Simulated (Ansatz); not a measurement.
Conformers of FH$_{3}$InNS (`[NH2][In]([F])[SH]`), each relaxed with PBE0-D4/def2-TZVP in Ansatz. CBS adds the triple-zeta coupled-cluster correction to the MP2 limit.

Elements past krypton have def2 core potentials. Outer-core shells of In are correlated without core-valence functions. Spin–orbit coupling is left out.

Not all of them had a frequency check.

Conformer A:

Z-matrix (Å, degrees):
```
N
In 1 2.003
H 1 1.010 2 116.6
H 1 1.011 2 114.2 3 129.0
F 2 1.955 1 113.4 3 -154.3
S 2 2.356 1 133.2 3 33.0
H 6 1.345 2 91.3 1 174.1
```

Conformer B:

Cartesian coordinates in Å:
```
N 0.621 -0.328 -1.330
In 0.245 -0.007 0.614
F 1.707 -0.576 1.774
S -1.496 1.103 1.753
H -0.180 -0.461 -1.931
H 1.292 -1.063 -1.504
H -2.189 1.331 0.624
```

(1) Which is lowest in electronic energy at CCSD(T)/CBS (frozen core, def2 sets), and by how much? (An estimate is asked.)

(2) Give the energies relative to A (kJ/mol) with PBE0-D4/def2-TZVPP, ωB97M-V/def2-TZVPP, PBE/def2-TZVPP, SCS-MP2/def2-TZVPP, CCSD(T)/def2-TZVPP, SCS-MP2/def2-QZVPP, CCSD/CBS(def2). (An estimate is asked.)

Answers

(1) Ansatz gave: A; B lies 2.1 kJ/mol higher.

(2) Ansatz gave: 
```csv
level,B
PBE0-D4/def2-TZVPP,2.6
ωB97M-V/def2-TZVPP,2.4
PBE/def2-TZVPP,2.6
SCS-MP2/def2-TZVPP,2.1
CCSD(T)/def2-TZVPP,2.1
SCS-MP2/def2-QZVPP,2.0
CCSD/CBS(def2),2.1
```
